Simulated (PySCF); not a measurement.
## Relaxation of singlet ScI₃

These are results of PBE0 in PySCF with Sc def2-SVP, I def2-SVP with ECP28; scalar-relativistic core potentials, no spin–orbit coupling; density-fitted integrals, not measurements. A (50,194) grid was used.

A hand-made T-shaped start, of C2v symmetry, held to at least that symmetry:

```xyz
4
charge 0 multiplicity 1, angstrom
Sc    0.0000    0.0000   -0.8962
I     0.0000    0.0000    1.9138
I     2.8083    0.0000   -0.7981
I    -2.8083    0.0000   -0.7981
```

Problem. What forces act on the atoms at the start (eV/Å)?

Solution. 
```
atom     Fx    Fy     Fz
 Sc1   0.00  0.00   2.42
  I2   0.00  0.00  -1.16
  I3  -1.11  0.00  -0.63
  I4   1.11  0.00  -0.63
```

Problem. What does it relax to?

Solution. It ends at D3h with Sc–I 2.632 Å (×3); I–Sc–I 120.0° (×3) (after a last refinement on a finer grid). A frequency run shows a minimum. Other isomers or separated fragments may lie lower.

Problem. How much energy is released, and in how many steps?

Solution. 119.4 kJ/mol in 9 steps.

The relaxation took about 2.2 core-minutes on a shared host.
